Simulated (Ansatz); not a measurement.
Consider the formal exchange of groups at the Si–Si bond: `CO[SiH]([SiH3])Cl` + `BCOC` → `BC([SiH3])OC` + `CO[SiH2]Cl`.

Gas-phase electronic energies from Ansatz, PBE0-D4/def2-TZVP geometries. CCSD(T)/CBS adds triple-zeta CCSD(T) − MP2 to the extrapolated MP2 energy (def2 sets, frozen cores). Each species was taken in one conformer, which may not be the lowest.

```csv
level,ΔE (kJ/mol)
HF/def2-TZVPP,23.9
CCSD(T)/def2-TZVPP,1.0
```

**Question.** What does CCSD(T)/CBS give? (An estimate is asked.)

**Answer.** Ansatz gave: +1.2 kJ/mol. The listed levels differ from it by 22.7, -0.2 kJ/mol.

Largest T1 diagnostic among the species: 0.013.

From PBE to PBE0 (25 % exact exchange), in def2-TZVPP and without D4, ΔE moves by +3.6 kJ/mol. The D4 term adds −3.5 kJ/mol with B3LYP and −1.7 kJ/mol with PBE0; it sums over pairs of atoms, weighted by their polarisabilities, and B3LYP, whose exchange is more repulsive, gets the larger term. In def2-TZVPP, CCSD(T) changes the Hartree–Fock value by −22.9 kJ/mol (the triples alone add −4.6 kJ/mol) and MP2 by −28.7 kJ/mol.

B3LYP here is the variant with VWN-RPA as its local correlation; programs differ in this.
